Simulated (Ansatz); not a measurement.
Input for Ansatz (an electronic-structure program): R-CCSD(T)/def2-TZVPP on FHOTe (SMILES O[Te]F), a point of a torsion scan. Elements past Kr take the def2 small-core potentials; no spin–orbit coupling. The run froze 11 orbitals, filled d shells among them.

Ansatz 0.2 input:
```yaml
crystal:
  periodic: [false, false, false]
  atoms:
    - {symbol: O, position_ang: [-1.13152744, 0.24173342, 0.19881263]}
    - {symbol: Te, position_ang: [0.69043221, 0.92975060, -0.02358496]}
    - {symbol: F, position_ang: [0.69082828, 0.42573475, -1.94243580]}
    - {symbol: H, position_ang: [-1.24553670, -0.48120140, -0.42264626]}
basis:
  gaussian:
    orbitals: def2-TZVPP
magnetization: {spin_polarized: false}
correlation: {method: ccsd_t, electrons: outside_noble_gas}
scf: {lower_state_search: off}
```

The head of its log:

```
WARN ansatz: RAYON_NUM_THREADS=1 ignored (pool sized by the plan → 1); use --threads N
Functional definition: HF
these checks for a lower state are left out or cut short: stability, starts, cluster_reference, orbital_swaps, neighbouring_geometries, increment
integrals: 0.21 GiB planned
967 factors; integrals over basis functions are off by at most 9.6e-4 eV
mean field: 0.35 GiB planned
mean field evaluation 1: about -12022.4031 eV, gradient 4.2e1 eV
mean field evaluation 2: about -12022.5760 eV, gradient 4.3e1 eV
mean field evaluation 4: about -12025.7315 eV, gradient 2.4e0 eV
mean field evaluation 8: about -12025.7673 eV, gradient 2.9e-1 eV
mean field -12025.76761080 eV, -441.9388083387 hartree, gradient 2.8e-6 eV, S^2 0.000000; 0 other end points of the search recorded, 0 dependent functions left out
11 core orbitals not correlated
reference -12025.76761080 eV, -441.9388083387 hartree; 10, 10 occupied and 105, 105 virtual orbitals, 967 factors
```

Question: Give the final energy of this run.

Answer: -442.6045 hartree (reference determinant -441.9388, T1 diagnostic 0.016).
